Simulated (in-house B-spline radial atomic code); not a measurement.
Computed with a B-spline radial atomic code. Model: two electrons, singlet ground state, non-relativistic, full CI in B-splines with partial waves to l = 8 (at full coupling up to 3e-4 hartree above the limit, correlation up to 0.6 % small), density held at that of full coupling by Lieb maximisation.

W(λ) is the mean repulsion in the state of coupling λ less the Hartree energy of the fixed density. Its start is exact exchange, its initial slope is twice the second-order Görling-Levy correlation energy, and its area from 0 to 1 is E_xc. A straight curve means weak, dynamic correlation, and a curve that drops fast and flattens means strong correlation.

Command:
```bash
python run_ac.py task.json out
```
Settings (lengths in bohr, energies in hartree):
```
potential              yukawa
strength               3.94
lmax                   8
second                 1.06
```

Time taken, with all properties: 19 s on 1 thread of Intel(R) Xeon(R) Processor @ 2.30GHz (shared host).

**W = mean repulsion less Hartree energy, and W of three functionals.**

Given: confinement screened point charge; nuclear charge 3.94; screening of the nucleus 1.06 1/bohr; external potential -Z exp(-k r)/r.

Computed: PBE exchange minus exact 25.423 millihartree; SCAN exchange minus exact -9.4739 millihartree.

```json
{"coupling": "0", "W xc (hartree)": "-2.0853", "W xc minus exchange (millihartree)": "0", "kinetic minus Kohn-Sham (millihartree)": "0", "LDA (PW92) W minus its exchange (millihartree)": "0", "PBE W minus its exchange (millihartree)": "0", "SCAN W minus its exchange (millihartree)": "0"}
{"coupling": "0.02", "W xc (hartree)": "-2.0872", "W xc minus exchange (millihartree)": "-1.916", "kinetic minus Kohn-Sham (millihartree)": "0", "LDA (PW92) W minus its exchange (millihartree)": "-13.57", "PBE W minus its exchange (millihartree)": "-1.78", "SCAN W minus its exchange (millihartree)": "-1.83"}
{"coupling": "0.05", "W xc (hartree)": "-2.0901", "W xc minus exchange (millihartree)": "-4.773", "kinetic minus Kohn-Sham (millihartree)": "0.1", "LDA (PW92) W minus its exchange (millihartree)": "-28.39", "PBE W minus its exchange (millihartree)": "-4.47", "SCAN W minus its exchange (millihartree)": "-4.53"}
{"coupling": "0.12", "W xc (hartree)": "-2.0966", "W xc minus exchange (millihartree)": "-11.367", "kinetic minus Kohn-Sham (millihartree)": "0.7", "LDA (PW92) W minus its exchange (millihartree)": "-55.82", "PBE W minus its exchange (millihartree)": "-10.79", "SCAN W minus its exchange (millihartree)": "-10.71"}
{"coupling": "0.25", "W xc (hartree)": "-2.1086", "W xc minus exchange (millihartree)": "-23.348", "kinetic minus Kohn-Sham (millihartree)": "2.9", "LDA (PW92) W minus its exchange (millihartree)": "-95.68", "PBE W minus its exchange (millihartree)": "-22.54", "SCAN W minus its exchange (millihartree)": "-21.78"}
{"coupling": "0.4", "W xc (hartree)": "-2.122", "W xc minus exchange (millihartree)": "-36.761", "kinetic minus Kohn-Sham (millihartree)": "7.2", "LDA (PW92) W minus its exchange (millihartree)": "-132.98", "PBE W minus its exchange (millihartree)": "-35.95", "SCAN W minus its exchange (millihartree)": "-34.02"}
{"coupling": "0.6", "W xc (hartree)": "?", "W xc minus exchange (millihartree)": "?", "kinetic minus Kohn-Sham (millihartree)": "?", "LDA (PW92) W minus its exchange (millihartree)": "?", "PBE W minus its exchange (millihartree)": "?", "SCAN W minus its exchange (millihartree)": "?"}
{"coupling": "0.8", "W xc (hartree)": "-2.1558", "W xc minus exchange (millihartree)": "-70.51", "kinetic minus Kohn-Sham (millihartree)": "27.4", "LDA (PW92) W minus its exchange (millihartree)": "-210.4", "PBE W minus its exchange (millihartree)": "-70.36", "SCAN W minus its exchange (millihartree)": "-64.43"}
{"coupling": "1", "W xc (hartree)": "-2.1716", "W xc minus exchange (millihartree)": "-86.364", "kinetic minus Kohn-Sham (millihartree)": "41.7", "LDA (PW92) W minus its exchange (millihartree)": "-242.03", "PBE W minus its exchange (millihartree)": "-86.71", "SCAN W minus its exchange (millihartree)": "-78.59"}
{"coupling": "1.4", "W xc (hartree)": "-2.2015", "W xc minus exchange (millihartree)": "-116.22", "kinetic minus Kohn-Sham (millihartree)": "77.4", "LDA (PW92) W minus its exchange (millihartree)": "-296.59", "PBE W minus its exchange (millihartree)": "-117.73", "SCAN W minus its exchange (millihartree)": "-105.14"}
{"coupling": "2", "W xc (hartree)": "?", "W xc minus exchange (millihartree)": "?", "kinetic minus Kohn-Sham (millihartree)": "?", "LDA (PW92) W minus its exchange (millihartree)": "?", "PBE W minus its exchange (millihartree)": "?", "SCAN W minus its exchange (millihartree)": "?"}
{"coupling": "3", "W xc (hartree)": "-2.3007", "W xc minus exchange (millihartree)": "-215.39", "kinetic minus Kohn-Sham (millihartree)": "291.7", "LDA (PW92) W minus its exchange (millihartree)": "-451.7", "PBE W minus its exchange (millihartree)": "-222.11", "SCAN W minus its exchange (millihartree)": "-193.41"}
{"coupling": "4.5", "W xc (hartree)": "-2.3717", "W xc minus exchange (millihartree)": "-286.4", "kinetic minus Kohn-Sham (millihartree)": "555.8", "LDA (PW92) W minus its exchange (millihartree)": "-550.54", "PBE W minus its exchange (millihartree)": "-298.37", "SCAN W minus its exchange (millihartree)": "-257.77"}
{"coupling": "7", "W xc (hartree)": "-2.4593", "W xc minus exchange (millihartree)": "-374", "kinetic minus Kohn-Sham (millihartree)": "1053", "LDA (PW92) W minus its exchange (millihartree)": "-667.36", "PBE W minus its exchange (millihartree)": "-395.5", "SCAN W minus its exchange (millihartree)": "-339.81"}
{"coupling": "10", "W xc (hartree)": "-2.5327", "W xc minus exchange (millihartree)": "-447.44", "kinetic minus Kohn-Sham (millihartree)": "1670.6", "LDA (PW92) W minus its exchange (millihartree)": "-765.18", "PBE W minus its exchange (millihartree)": "-481.11", "SCAN W minus its exchange (millihartree)": "-411.63"}
```

(1) What belongs in the row 0.6?

(2) What belongs in the row 2?

(3) What is the LDA exchange minus exact?

**Energy parts, natural occupations and partial-wave weights.**

Computed: total energy -6.4605 hartree; exchange energy -2.0853 hartree; correlation energy -0.044707 hartree; kinetic part of the DFT correlation energy 0.041658 hartree; kinetic part over minus potential part 0.48235; Hartree energy 4.1706 hartree; Kohn-Sham kinetic 11.774 hartree.

```csv
natural,occupation of the shell (electrons)
s,1.9955
p,0.0021482
s,0.0020135
d,0.0001084
p,?
s,4.4457e-05
```

(4) What belongs in the row p?

```
wave      weight
   s     0.99881
   p   0.0011215
   d           ?
   f  8.8909e-06
   g  2.0901e-06
```

(5) What belongs in the row d?

(6) What is the initial slope twice GL2?

(7) What is the Lieb Oxford ratio E_xc over LDA exchange?

## Answers

(1) W xc (hartree): -2.1393; W xc minus exchange (millihartree): -53.989; kinetic minus Kohn-Sham (millihartree): 15.8; LDA (PW92) W minus its exchange (millihartree): -174.64; PBE W minus its exchange (millihartree): -53.43; SCAN W minus its exchange (millihartree): -49.6.

(2) W xc (hartree): -2.2422; W xc minus exchange (millihartree): -156.88; kinetic minus Kohn-Sham (millihartree): 146.3; LDA (PW92) W minus its exchange (millihartree): -363.79; PBE W minus its exchange (millihartree): -160.28; SCAN W minus its exchange (millihartree): -141.22.

(3) 288.36 millihartree.

(4) occupation of the shell (electrons): 8.5767e-05.

(5) weight: 6.1358e-05.

(6) -0.09603 hartree.

(7) 1.1854.

Half-way to full coupling W has made 53 % of its drop, against 50 % for a straight line, and second-order (GL2) theory, half the initial slope, overshoots the correlation energy by about 7 %: correlation is weak here. Over couplings 0 to 1 the errors in E_xc come to about +188 millihartree for LDA, +26 millihartree for PBE, -5.8 millihartree for SCAN, so SCAN is nearest. In LDA and SCAN the errors of exchange and correlation have opposite signs, so the sum is smaller than the larger of the two.
